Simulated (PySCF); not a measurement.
Ga(Br)2(OH) (Br2GaHO), SMILES [OH][Ga]([Br])[Br].

Geometry optimised at PBE0-D3(BJ)/def2-SVP. The structure was generated by enumeration; whether it is a known compound was not checked. Other conformers were not sampled.

Two levels are set side by side: TDDFT-PBE/def2-SVPD (PySCF) and TDDFT-B3LYP/def2-SVPD (PySCF). Vertical, same geometry. The lowest singlet is HOMO→LUMO 99 % with PBE and HOMO→LUMO 99 % with the other functional; states are paired by order. Differences are taken from unrounded values.

```csv
quantity,TDDFT-B3LYP,TDDFT-PBE,TDDFT-PBE minus TDDFT-B3LYP
lowest singlet excitation (eV),5.20,4.78,-0.42
lowest triplet excitation (TDA) (eV),4.85,4.47,-0.38
first bright state (f over 0.05) (eV),7.03,6.50,-0.53
its oscillator strength,0.23,0.15,-0.08
```

Functionals without exact exchange tend to place singlet excitations lower, as here. Differences between two approximate levels are no errors against the true value.

Rough cost on one machine, each run with all the roots and properties that it gave: TDDFT-B3LYP against TDDFT-PBE about 4 times.
